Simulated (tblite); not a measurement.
Parent: `[CH3:1][NH:2][C:3](=[O:4])[CH2:5]/[CH:6]=[CH:7]\[SiH3:8]` with C1–N2–C3–O4 2°, N2–C3–C5–C6 66°, C3–C5–C6–C7 -108°, C5H11NOSi.

Structures optimised with GFN2-xTB, isolated species. One conformer each, not checked by frequencies here.

```tsv
coordinate of the parent	value
C1–N2	1.442 Å
N2–C3	1.349 Å
C3=O4	1.211 Å
C3–C5	1.531 Å
C5–C6	1.493 Å
C6=C7	1.329 Å
C7–Si8	1.882 Å
C1–N2–C3	122.9°
N2–C3–O4	123.7°
N2–C3–C5	112.8°
O4–C3–C5	123.5°
C3–C5–C6	109.4°
C5–C6–C7	125.5°
C6–C7–Si8	127.2°
```

Problem. How does the shared frame change in `[CH3:1][N:2]([CH3:3])[C:4](=[O:5])[CH2:6]/[CH:7]=[CH:8]\[SiH3:9]` with C1–N2–C4–O5 5°, N2–C4–C6–C7 -75°, C4–C6–C7–C8 141°, C6H13NOSi? Atoms pair as C1 = C1, N2 = N2, C3 = C4, O4 = O5, C5 = C6, C6 = C7, C7 = C8, Si8 = Si9 (parent first).

Solution. 
```tsv
parent	relative	value in the relative	change
C1–N2	C1–N2	1.446 Å	+0.004
N2–C3	N2–C4	1.353 Å	+0.004
C3=O4	C4=O5	1.217 Å	+0.006
C3–C5	C4–C6	1.525 Å	-0.006
C5–C6	C6–C7	1.496 Å	+0.003
C6=C7	C7=C8	1.328 Å	-0.001
C7–Si8	C8–Si9	1.883 Å	+0.001
C1–N2–C3	C1–N2–C4	119.1°	-3.8
N2–C3–O4	N2–C4–O5	122.0°	-1.7
N2–C3–C5	N2–C4–C6	116.6°	+3.8
O4–C3–C5	O5–C4–C6	121.3°	-2.2
C3–C5–C6	C4–C6–C7	111.3°	+1.9
C5–C6–C7	C6–C7–C8	125.3°	-0.2
C6–C7–Si8	C7–C8–Si9	126.6°	-0.6
```

Of the parent's bonds, C3–O4 and C3–C5 change most and about equally (-0.006 to +0.006 Å). Bonds of the relative outside the shared frame: N2–C3 1.443 Å. Point group C1 → C1.

Problem. How does the shared frame change in `[CH3:1][NH:2][C:3](=[O:4])[CH2:5][CH2:6][CH2:7][SiH3:8]` with C1–N2–C3–O4 -2°, N2–C3–C5–C6 -106°, C3–C5–C6–C7 64°, C5–C6–C7–Si8 64°, C5H13NOSi? Atoms pair as C1 = C1, N2 = N2, C3 = C3, O4 = O4, C5 = C5, C6 = C6, C7 = C7, Si8 = Si8 (parent first).

Solution. 
```csv
parent,relative,value in the relative,change
C1–N2,C1–N2,1.442 Å,0.000
N2–C3,N2–C3,1.353 Å,+0.004
C3=O4,C3=O4,1.213 Å,+0.002
C3–C5,C3–C5,1.519 Å,-0.012
C5–C6,C5–C6,1.532 Å,+0.039
C6=C7,C6–C7,1.528 Å,+0.199
C7–Si8,C7–Si8,1.902 Å,+0.020
C1–N2–C3,C1–N2–C3,122.6°,-0.3
N2–C3–O4,N2–C3–O4,122.7°,-1.0
N2–C3–C5,N2–C3–C5,114.5°,+1.7
O4–C3–C5,O4–C3–C5,122.8°,-0.7
C3–C5–C6,C3–C5–C6,109.8°,+0.4
C5–C6–C7,C5–C6–C7,113.2°,-12.3
C6–C7–Si8,C6–C7–Si8,115.3°,-11.9
```

Of the parent's bonds, C6–C7 changes most (+0.199 Å). Point group C1 → C1.

All values are computed, not measured.
